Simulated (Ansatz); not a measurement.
`C[SiH2][SiH]1[CH2][AlH]1` + H₂ → `[SiH3][SiH]1[CH2][AlH]1` + CH₄  (hydrogenolysis of the Si–C bond)

Calculated with Ansatz (gas phase, PBE0-D4/def2-TZVP geometries, no zero-point term in ΔE). CCSD(T)/CBS adds triple-zeta CCSD(T) − MP2 to the extrapolated MP2 energy (def2 sets, frozen cores). This one scheme is used for every species. DFT in def2-TZVPP. B3LYP here is the variant with VWN-RPA as its local correlation; programs differ in this. One conformer a species, not always the lowest.

`C[SiH2][SiH]1[CH2][AlH]1`:

Z-matrix (Å, degrees):
```
C
Si 1 1.879
H 1 1.092 2 110.7
H 1 1.092 2 110.6 3 -119.7
H 1 1.093 2 110.8 3 120.2
Si 2 2.326 1 113.8 3 56.7
H 2 1.495 1 109.4 3 -61.9
H 2 1.491 1 110.0 3 -179.3
Al 6 2.326 2 116.7 1 -133.3
C 6 1.941 2 111.6 1 -74.5
H 6 1.492 2 113.8 1 59.1
H 9 1.581 6 164.7 2 -79.8
H 10 1.090 6 118.3 2 16.4
H 10 1.096 6 112.3 2 144.8
```

H₂:

```xyz
2

H     0.339    0.069   -0.139
H    -0.339   -0.069    0.139
```

`[SiH3][SiH]1[CH2][AlH]1`:

```xyz
11

Si   -0.878   -1.435    1.084
Si   -0.587    0.018   -0.707
C     1.254    0.594   -0.858
Al    0.259    2.115   -0.157
H    -2.310   -1.540    1.472
H    -0.360   -2.807    0.819
H    -0.122   -0.881    2.244
H    -1.258   -0.442   -1.956
H     1.542    0.768   -1.902
H     2.029    0.004   -0.371
H     0.431    3.607    0.333
```

CH₄:

Cartesian coordinates in Å:
```
C 0.000 0.000 0.000
H 0.154 0.774 -0.752
H 0.017 0.449 0.993
H 0.794 -0.743 -0.076
H -0.964 -0.480 -0.165
```

| species | B3LYP-D4 energy (Eh) |
| --- | --- |
| `C[SiH2][SiH]1[CH2][AlH]1` | -903.14424 |
| H₂ | -1.18011 |
| `[SiH3][SiH]1[CH2][AlH]1` | -863.79601 |
| CH₄ | -40.54051 |

Q: Work out ΔE.

A: ΔE = (-863.79601) + (-40.54051) − (-903.14424) − (-1.18011) = -0.01217 Eh = -32.0 kJ/mol. CCSD(T)/CBS gives -28.2 kJ/mol.

Largest T1 diagnostic among the species: 0.014.

In def2-TZVPP, CCSD(T) changes the Hartree–Fock value by +21.1 kJ/mol (the triples alone add +4.1 kJ/mol) and MP2 by +26.8 kJ/mol. The D4 term adds +8.6 kJ/mol with B3LYP and +4.9 kJ/mol with PBE0; it sums over pairs of atoms, weighted by their polarisabilities, and B3LYP, whose exchange is more repulsive, gets the larger term.
